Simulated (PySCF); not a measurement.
The PySCF input:
```python
from pyscf import gto, scf, dft

mol = gto.Mole()
mol.atom = '''
    Ge   -0.00000000   -0.00000000   -0.74753997
    Cl    0.00000000    0.00000000    1.40713406
'''
mol.basis = '6-311g**'
mol.spin = 1
mol.verbose = 4
mol.build()

mf = dft.UKS(mol)
mf.xc = 'pbe'
mf.kernel()
mf.analyze()
```

Task: Give the number of basis functions at the level PBE/6-311G** run with PySCF.

Result: 70

Task: What is the computed dipole moment (PBE/6-311G**)?

Result: 1.57 D

Task: What is the computed <S^2> (PBE/6-311G**)?

Result: 0.753

Task: What HOMO energy does PBE/6-311G** give?

Result: -4.13 eV

These values belong to the state on which the SCF converged, which isn't shown to be the lowest.
